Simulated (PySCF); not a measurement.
**Polarisability and C₆ of Gd⁵⁸⁺ (gadolinium, charge +58)**

[He] 2s2 2p2, high-spin 3P determinant. All numbers are calculated (PySCF 2.14, scalar relativity by spin-free X2C-1e, in an even-tempered Gaussian basis (19 s from 34 bohr⁻², ratio 2.2; 13 p from 44 bohr⁻², ratio 2.2; 5 d from 170 bohr⁻², ratio 2.4; 5 f from 250 bohr⁻², ratio 2.4; 4 g from 380 bohr⁻², ratio 2.4)). Coupled (time-dependent) response in atomic units; α is the mean over directions.

| method | mean α (bohr³) | α xx, yy, zz | C₆ (like pair) | S(−4) |
| --- | --- | --- | --- | --- |
| UHF | 0.0002125 | 0.0002861, 0.0001757, 0.0001757 | 1.379e-06 | 2.155e-07 |
| PBE0 | 0.0002108 | 0.0002851, 0.0001737, 0.0001737 | 1.363e-06 | 2.127e-07 |

S(−4) is the Cauchy moment in α(ω) = α(0) + S(−4) ω² + …

Spin-orbit coupling is absent.

α(iu) at UHF:

| u (hartree) | α(iu) (bohr³) |
| --- | --- |
| 0 | 0.0002125 |
| 4.00 | 0.0002091 |
| 8.00 | 0.0001997 |
| 16.0 | 0.0001701 |
| 24.0 | 0.0001383 |
| 32.0 | 0.0001119 |
| 40.0 | 9.207e-05 |
| 60.0 | 6.262e-05 |
| 80.0 | 4.825e-05 |
| 120 | 3.522e-05 |
| 200 | 2.491e-05 |

A single London oscillator, α(iu) = α/(1 + u²/ω²), gives C₆ = (3/4) ω α². Matching the computed C₆ needs ω = 4 × 1.379e-06 / (3 × 0.0002125²) = 40.7 hartree.

For an ion, C₆ is the dispersion term alone; charge-induced terms of lower order in 1/R come first.

The components differ because the open shell of this determinant is not spherical; for a pure term their mean is the scalar polarisability.

Spin-orbit coupling is strong in this species (close to jj coupling), so the high-spin LS determinant is a model state, not a physical level.
